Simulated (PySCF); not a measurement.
## Computed NMR parameters against published values

Geometry:
| atom | x (Å) | y (Å) | z (Å) |
| --- | --- | --- | --- |
| C1 | 3.239 | -0.060 | 0.856 |
| C2 | 2.745 | 0.804 | -0.118 |
| C3 | 1.378 | 0.821 | -0.371 |
| C4 | 0.550 | -0.036 | 0.366 |
| C5 | -0.916 | -0.051 | 0.127 |
| C6 | -1.742 | -0.912 | 0.861 |
| C7 | -3.108 | -0.897 | 0.609 |
| C8 | -3.605 | -0.029 | -0.361 |
| C9 | -2.699 | 0.789 | -1.036 |
| N10 | -1.393 | 0.782 | -0.802 |
| N11 | 1.025 | -0.865 | 1.300 |
| C12 | 2.331 | -0.874 | 1.535 |
| H13 | 4.305 | -0.107 | 1.089 |
| H14 | 3.418 | 1.460 | -0.675 |
| H15 | 0.924 | 1.472 | -1.118 |
| H16 | -1.285 | -1.565 | 1.605 |
| H17 | -3.780 | -1.557 | 1.163 |
| H18 | -4.671 | 0.017 | -0.593 |
| H19 | -3.053 | 1.485 | -1.806 |
| H20 | 2.683 | -1.567 | 2.308 |

Published estimates (parent shift plus substituent increments) and measurements: δ ¹H H19/H20 8.59; H15/H16 8.52; H14/H17 7.66; H13/H18 7.14 ppm (estimated from measurements, as parent shift plus tabulated substituent increment; solution, not stated per compound (mostly CDCl3 or CCl4); Pretsch, Buehlmann, Badertscher, Structure Determination of Organic Compounds, 4th ed. (2009)).

Theory: coordinates at the PBE0-D3(BJ)/def2-SVP level, PBE0/pcSseg-1 with gauge-including orbitals, in PySCF 2.14.0 with density-fitted response routines (non-relativistic, no solvent model, a single conformation, fast rotation and ring inversion assumed for equivalent nuclei).

(1) What does the calculation give, and how does it compare?

(2) How far are the unscaled ¹H shifts from the references?

Results:

(1) 
Reference values: estimated from measurements, as parent shift plus tabulated substituent increment (solution, not stated per compound (mostly CDCl3 or CCl4); Pretsch, Buehlmann, Badertscher, Structure Determination of Organic Compounds, 4th ed. (2009)).
| atoms | quantity | reference | computed | computed, scaled |
| --- | --- | --- | --- | --- |
| H19/H20 | δ ¹H | 8.59 | 8.80 | 8.56 |
| H15/H16 | δ ¹H | 8.52 | 9.10 | 8.85 |
| H14/H17 | δ ¹H | 7.66 | 7.88 | 7.69 |
| H13/H18 | δ ¹H | 7.14 | 7.22 | 7.07 |

Computed shifts are σ(ref) − σ with the named reference compound (TMS for H and C) calculated as an isolated molecule at the same level. The measured values may be among those fitted. Expected solution values come from regression of measured δ (H and C: mostly CDCl3, vs TMS) on computed σ: ¹H (scatter 0.21 ppm rms, 0.22 ppm with the 3 outliers that the fit left out). Occasional misses reach two or three times the rms, and more in compound classes unlike the fitted ones.

(2) Mean signed difference +0.27 ppm, mean absolute 0.27 ppm over 4 comparisons; the largest is +0.58 ppm at H15/H16 (hydrogen on an aromatic CH).
